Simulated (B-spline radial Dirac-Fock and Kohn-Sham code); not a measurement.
Kohn-Sham estimates against Dirac-Fock for the levels of Ho⁵⁸⁺

System: holmium as Ho⁵⁸⁺, [He] 2s2 2p5.

The density-functional columns are spherical, spin-unpolarised Dirac-Kohn-Sham results without Breit or QED terms: −ε is minus the orbital energy of the initial state and ΔSCF the difference of two total energies. The reference in the last column comes from Dirac-Fock ΔSCF + Breit + QED. All numbers are from an atomic code on a B-spline grid, in eV; a selection of levels is shown. For the 1s level of heavy atoms much of the gap between ΔSCF and the reference is the Breit and QED part, -240.7 eV here; for other levels the error of the functional can be larger.

| level | LDA −ε | LDA ΔSCF | Dirac-Fock |
| --- | --- | --- | --- |
| K (1s) | 60461.3 | 61006.8 | 60763.7 |
| L1 (2s) | 13911.4 | 14047.1 | 14060.8 |
| L2,3 (2p) | 12970.0 | 13124.6 | 13099.7 |

Values without a named source are computed, but for edge energies of neutral atoms, which are taken from tables.
